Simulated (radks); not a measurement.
Problem. Radial electron density D(r) = 4 pi r^2 rho(r) of an atom or ion with 3 electrons. All-electron calculation, non-relativistic Kohn-Sham, PBE, spin-polarised, spherical densities, point nucleus. Program: a radial shooting solver on a logarithmic mesh with Libxc functionals.

r (bohr)  D(r) (e/bohr)  spin D(r)
0.013            0.3656     0.0153
0.01575          0.5165     0.0216
0.01923          0.7337     0.0306
0.02349           1.031     0.0429
0.02846           1.412     0.0586
0.03477           1.929     0.0798
0.04212           2.555      0.105
0.05145           3.347      0.136
0.06284           4.261      0.171
0.07614           5.200      0.204
0.093             6.144      0.231
0.1127            6.876      0.244
0.1376            7.283      0.233
0.1681            7.165      0.191
0.2037            6.486      0.123
0.2488            5.265     0.0448
0.3015            3.837  -0.000586
0.3682            2.438     0.0363
0.4497            1.455      0.202
0.5449            1.024      0.479
0.6656           0.9925      0.816
0.8064            1.089       1.04
0.985             1.050       1.04
1.203            0.7929      0.792
1.458            0.4601      0.460
1.78             0.1885      0.189
2.157           0.05538     0.0554
2.635          0.009694    0.00969
3.218         0.0009572   0.000957

What is the nuclear charge?

Solution. Z = 7. The innermost maximum, from 1s, lies near 1/Z = 0.143 bohr (found: 0.147), and its height grows with Z. The density is that of the nitrogen ion N4+ in [He] 2s1; the configuration itself is not fixed sharply by these data. D(r) has 2 maxima, at r = 0.147, 0.867 bohr, and minima at 0.609 bohr, inside which lie 2.09 electrons.
